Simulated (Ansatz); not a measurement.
Geometry optimisation, RKS B3LYP-D4/def2-mTZVP (Ansatz).

The input (input.yaml):

```yaml
crystal:
  periodic: [false, false, false]
  atoms:
    - { symbol: O, position_ang: [-1.5871, -0.73764, 0.81204] }
    - { symbol: Si, position_ang: [-0.76476, -0.20069, -0.50071] }
    - { symbol: Al, position_ang: [1.51502, 0.39688, 0.11243] }
    - { symbol: Cl, position_ang: [3.01309, 0.82994, -1.17872] }
    - { symbol: H, position_ang: [-1.6176, -0.24717, 1.62737] }
    - { symbol: H, position_ang: [-1.55558, 0.89838, -1.11809] }
    - { symbol: H, position_ang: [-0.95292, -1.369, -1.37873] }
    - { symbol: H, position_ang: [1.94986, 0.4293, 1.62441] }
basis:
  gaussian: { orbitals: def2-mTZVP }
hamiltonian:
  xc: b3lyp
  dispersion: d4
relax:
  f_tol: 0.02
  max_steps: 50
```

Run as:

```bash
$ ansatz run input.yaml --threads 2 --pin off --max-ram 3072MiB --backend cpu --events-out ev --progress --plain --runs-dir out
```

Where does it end, and by what steps?

The run converged. The force dipped under the threshold on the way, but the program's further checks kept it going. After 9 steps the energy has fallen by 0.189 eV; Cl4 moved furthest, 0.25 Å.

```
step  energy less start (eV)  largest force component (eV/Å)  accepted
   0                  0.0000                           1.232       yes
   1                 -0.1566                           0.353       yes
   2                 -0.1720                           0.190       yes
   3                 -0.1806                           0.157       yes
   4                 -0.1853                           0.104       yes
   5                 -0.1875                           0.049       yes
   6                 -0.1885                           0.025       yes
   7                 -0.1888                           0.015       yes
   8                 -0.1889                           0.030       yes
   9                 -0.1889                           0.003       yes
```

```xyz
8
Properties=species:S:1:pos:R:3
O -1.683 -0.824 0.838
Si -0.775 -0.223 -0.433
Al 1.527 0.369 0.213
Cl 2.879 0.770 -1.378
H -1.853 -0.241 1.586
H -1.443 0.956 -1.061
H -0.767 -1.314 -1.438
H 2.117 0.506 1.674
```

The run took 30 s on 2 threads of Arm Neoverse V1 (shared host), peak memory 0.21 GiB.
